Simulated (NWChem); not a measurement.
Species: C$_{3}$H$_{6}$O$_{2}$; SMILES COCC=O

```xyz
11

C     -0.7112    -1.8040     0.1451
O      0.4999    -1.2104    -0.2902
C      0.7324     0.0538     0.2854
C     -0.0958     1.1571    -0.3672
O     -0.2914     2.2402     0.1341
H     -0.7090    -1.9663     1.2342
H     -0.7918    -2.7690    -0.3607
H     -1.5909    -1.1937    -0.1124
H      1.7912     0.2902     0.1121
H      0.5633     0.0660     1.3738
H     -0.4829     0.8934    -1.3782
```
Atoms are numbered in this order, from 1.

Results from NWChem. Structure relaxed at the B3LYP/6-31G* (spherical d) level.

Question: Predict the results for B3LYP/def2-TZVP. Quantities: highest occupied level (eV); orbital gap (eV); dipole (D).

Answer: 
```json
{
 "highest occupied level (eV)": "-7.14",
 "orbital gap (eV)": "5.76",
 "dipole (D)": "2.14"
}
```
